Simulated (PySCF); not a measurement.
Potential energy surface of H2Te, singlet: symmetric bend, bond length relaxed. Scanned: H-Te-H angle. Other coordinates (Te-H bond length) were minimised at B3LYP/def2-TZVP.

Levels of theory: PBE/def2-TZVP, def2 effective core potentials past Kr (PySCF); CAM-B3LYP/def2-TZVP, def2 effective core potentials past Kr (PySCF); CCSD(T) on RHF/def2-TZVP, 4 core orbitals frozen, def2 effective core potentials past Kr (PySCF).

Energies relative to the lowest point of each profile, in eV; the last columns give the difference from CCSD(T):

```csv
a / °,PBE,CAM-B3LYP,CCSD(T),PBE − CCSD(T),CAM-B3LYP − CCSD(T)
172,3.172,3.351,3.225,-0.053,0.125
164,2.715,2.874,2.759,-0.045,0.114
156,2.215,2.345,2.261,-0.045,0.084
148,1.745,1.842,1.787,-0.042,0.055
140,1.319,1.387,1.354,-0.034,0.033
132,0.946,0.989,0.970,-0.024,0.018
124,0.630,0.652,0.644,-0.014,0.008
116,0.374,0.381,0.380,-0.006,0.002
108,0.182,0.180,0.182,0.000,-0.002
100,0.056,0.052,0.054,0.002,-0.002
92,0.000,0.000,0.000,0.000,0.000
84,0.016,0.028,0.025,-0.009,0.004
76,0.107,0.140,0.132,-0.025,0.009
68,0.273,0.336,0.321,-0.049,0.015
60,0.509,0.610,0.585,-0.076,0.025
```

PBE is furthest from CCSD(T) at 60 (-0.076 eV, below); its mean absolute difference over the points is 0.028 eV.

CAM-B3LYP is furthest from CCSD(T) at 172 (0.125 eV, above); its mean absolute difference over the points is 0.033 eV.
